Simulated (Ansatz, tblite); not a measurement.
Forces on the cluster Sr2S2⁻ at its PBE0-D4/def2-TZVPD geometry. The state is a doublet with charge -1.

In the def2 sets Sr takes a core potential; there is no spin–orbit coupling. The xTB rows come from tblite. At PBE-D4/def2-TZVPD the highest occupied level of the charge -1 doublet lies above zero (up to 0.31 eV). The electron is either unbound and held by the finite basis, or the level is raised by self-interaction error. Another isomer (doublet) lies 1.63 eV lower at PBE0-D4/def2-TZVPD; other spin states weren't run for this one.

GFN1-xTB (tblite), largest force 0.56 eV/Å:

```xyz
4
positions Å, forces eV/Å
Sr    1.413    1.507   -0.516   -0.448    0.056    0.174
Sr   -1.975    0.218    0.766    0.317    0.347   -0.115
S     0.661   -0.882    0.861    0.253   -0.211    0.457
S    -0.100   -0.843   -1.112   -0.122   -0.192   -0.516
```

PBE-D4/def2-TZVPD (Ansatz), largest force 0.31 eV/Å:

```
Sr 0.022 0.056 -0.007
Sr -0.050 0.029 0.020
S 0.123 -0.048 0.277
S -0.095 -0.037 -0.289
```
